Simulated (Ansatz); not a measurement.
Geometry optimisation, Ansatz, RKS B3LYP-D4/def2-SVP.

Input:

```yaml
crystal:
  periodic: [false, false, false]
  atoms:
    - { symbol: Al, position_ang: [-0.531605, 0.487764, 0.492175] }
    - { symbol: Si, position_ang: [1.362804, -0.798257, -0.022219] }
    - { symbol: "N", position_ang: [-1.298184, 0.418716, -1.093702] }
    - { symbol: H, position_ang: [-0.666314, -0.083683, -1.718028] }
    - { symbol: O, position_ang: [-1.199649, 1.276528, 1.842741] }
    - { symbol: H, position_ang: [1.002797, -2.253756, -0.071936] }
    - { symbol: H, position_ang: [1.752391, -0.427976, -1.422391] }
    - { symbol: H, position_ang: [2.601848, -0.698223, 0.811496] }
    - { symbol: H, position_ang: [-2.152082, 0.704545, -1.556865] }
    - { symbol: H, position_ang: [-0.872105, 1.37434, 2.738631] }
basis:
  gaussian: { orbitals: def2-SVP }
hamiltonian:
  xc: b3lyp
  dispersion: d4
relax:
  f_tol: 0.03
  max_steps: 50
output:
  orbitals: {}
```

Command:

```bash
$ ansatz run input.yaml --threads 2 --pin off --max-ram 3072MiB --backend cpu --events-out ev --progress --plain --runs-dir out
```

Task: Where does it end, and by what steps?

Result: It converged. After 9 steps the energy has fallen by 0.311 eV; H4 moved furthest, 0.84 Å.

```json
{"step": "0", "energy less start (eV)": "0.0000", "largest force component (eV/Å)": "1.070", "accepted": "yes"}
{"step": "1", "energy less start (eV)": "-0.1477", "largest force component (eV/Å)": "0.410", "accepted": "yes"}
{"step": "2", "energy less start (eV)": "-0.1985", "largest force component (eV/Å)": "0.423", "accepted": "yes"}
{"step": "3", "energy less start (eV)": "-0.2526", "largest force component (eV/Å)": "0.434", "accepted": "yes"}
{"step": "4", "energy less start (eV)": "-0.2729", "largest force component (eV/Å)": "0.505", "accepted": "yes"}
{"step": "5", "energy less start (eV)": "-0.2867", "largest force component (eV/Å)": "0.487", "accepted": "yes"}
{"step": "6", "energy less start (eV)": "-0.2975", "largest force component (eV/Å)": "0.263", "accepted": "yes"}
{"step": "7", "energy less start (eV)": "-0.3035", "largest force component (eV/Å)": "0.164", "accepted": "yes"}
{"step": "8", "energy less start (eV)": "-0.3093", "largest force component (eV/Å)": "0.070", "accepted": "yes"}
{"step": "9", "energy less start (eV)": "-0.3110", "largest force component (eV/Å)": "0.020", "accepted": "yes"}
```

```xyz
10
Properties=species:S:1:pos:R:3
Al -0.529 0.373 0.223
Si 1.562 -0.895 0.074
N -1.532 0.597 -1.218
H -1.311 0.252 -2.146
O -1.140 1.071 1.657
H 1.355 -2.344 0.390
H 2.147 -0.827 -1.303
H 2.602 -0.389 1.026
H -2.419 1.092 -1.231
H -0.736 1.069 2.528
```

Whether the end is a true minimum wasn't checked by a vibrational analysis.

Time of the run: 24 s on 2 threads of Arm Neoverse V1, on a shared host, peak memory 0.18 GiB.
